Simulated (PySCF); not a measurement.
# Diatomics of As with the chalcogens

PBE with double-zeta basis sets in PySCF, for the lowest determinant that a PBE0 search found; no spin–orbit coupling. De refers to high-spin ground-configuration atoms. A positive dipole means M(−)As(+).

```
 M               basis  state (unpaired electrons)  Re (Å)  ωe (cm⁻¹)  De (eV)  μ (D)
 O  cc-pVDZ-PP/cc-pVDZ               doublet (π ↑)   1.664        919     5.16   2.38
 S            def2-SVP               doublet (π ↑)   2.046        562     4.32   1.14
Se          cc-pVDZ-PP               doublet (π ↑)   2.182        389     3.78   0.81
Te            def2-SVP               doublet (π ↑)   2.379        319     3.30  -0.01
```

(1) By what factor does the well depth vary along the series?

The rows differ in basis set, which adds steps of its own.

Relativity is treated differently too: O scalar-relativistic core potentials; S no relativity; Se scalar-relativistic core potentials; Te scalar-relativistic core potentials.

Down a group bonds as a rule get longer and wavenumbers fall, partly through the reduced mass; this series shows no clear exception.

These are scalar-relativistic numbers at best; spin–orbit coupling would shift them, the dissociation energy most. States were picked by a PBE0 search and need not be the measured ground states.

Answers

(1) At PBE it runs from 3.30 eV (TeAs) to 5.16 eV (AsO), a factor of 1.56.
